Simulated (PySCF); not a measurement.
C10H8, SMILES c1ccc2ccccc2c1 (GFN2-xTB optimised geometry):

```
18

C      1.729     1.825     0.000
C      2.438     0.613     0.000
C      1.769    -0.578     0.000
C      0.358    -0.613     0.000
C     -0.363    -1.825     0.000
C     -1.729    -1.825     0.000
C     -2.438    -0.613     0.000
C     -1.769     0.578     0.000
C     -0.358     0.613     0.000
C      0.363     1.825     0.000
H      2.275     2.757     0.000
H      3.519     0.632     0.000
H      2.310    -1.514     0.000
H      0.187    -2.756     0.000
H     -2.275    -2.757     0.000
H     -3.519    -0.632     0.000
H     -2.310     1.514     0.000
H     -0.187     2.756     0.000
```

Level of theory: B3LYP/def2-SVP (PySCF 2.14.0).

Problem. What are the frontier orbital energies and the dipole moment?

Solution. HOMO-2 -7.95 eV, HOMO-1 -6.83 eV, HOMO -6.05 eV, LUMO -1.20 eV, LUMO+1 -0.37 eV; dipole moment 0.00 D.

On the same geometry PBE/def2-SVP in PySCF gives HOMO-2 -7.09 eV, HOMO-1 -6.16 eV, HOMO -5.41 eV, LUMO -1.90 eV, LUMO+1 -1.10 eV; dipole moment 0.00 D.

Meta-Löwdin charges at B3LYP/def2-SVP: C1 -0.10, C2 -0.10, C3 -0.10, C4 0.01, C5 -0.10, C6 -0.10, C7 -0.10, C8 -0.10, C9 0.01, C10 -0.10, H11 0.10, H12 0.10, H13 0.10, H14 0.10, H15 0.10, H16 0.10, H17 0.10, H18 0.10.
